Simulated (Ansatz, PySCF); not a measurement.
Molecule: sum formula HBOF2, charge 0, multiplicity 1. 
Geometry from a B3LYP-D3(BJ)/def2-TZVP (Ansatz, an electronic-structure program) optimisation:
SMILES: FB(O)F
```xyz
5

B     -0.0138    -0.0173    -0.0022
F     -0.3836     1.2557     0.1315
F     -0.9587    -0.9338    -0.1214
O      1.2809    -0.3932    -0.0192
H      1.9030     0.3355     0.0731
```

Property: atomisation energy (electronic, to ground-state atoms), in kcal/mol. Correlated levels leave the core frozen unless marked. UHF or UKS for open shells. Spin-orbit coupling is left out. Non-relativistic. The coupled-cluster limit lacks core correlation, which all-electron functionals hold. Basis-set limits of correlation are two-point, X^-3; Hartree-Fock from the larger set.

| level | program | atomisation energy (kcal/mol) | rough core time |
|---|---|---|---|
| HF/aug-cc-pVQZ | Ansatz | 417.6 | under 20 s |
| PBE0-D3(BJ)/def2-TZVP | Ansatz + dftd3 | 554.0 | under 20 s |
| BHLYP/def2-TZVPD | Ansatz | 528.9 | under 20 s |
| PW6B95-D4/def2-TZVPD | PySCF + dftd4 | 557.0 | - |
| B2PLYP-D3(BJ)/def2-TZVPD | Ansatz + dftd3 | 553.9 | under 20 s |
| MP2/cc-pVQZ | Ansatz | 579.6 | - |
| RI-MP2/cc-pVTZ | Ansatz | 571.1 | under 20 s |
| CCSD(T)/aug-cc-pVTZ | Ansatz | 546.4 | 50 s |
| CCSD(T)/cc-pwCVTZ | Ansatz | 546.0 | 30 s |
| CCSD(T)/CBS(cc-pVTZ,cc-pVQZ) | Ansatz | 558.5 | 110 s |

Core times are rough, on shared machines, summed over the molecules involved; a dash marks a level read off another run, or run on other hardware, by another program or under a memory cap.
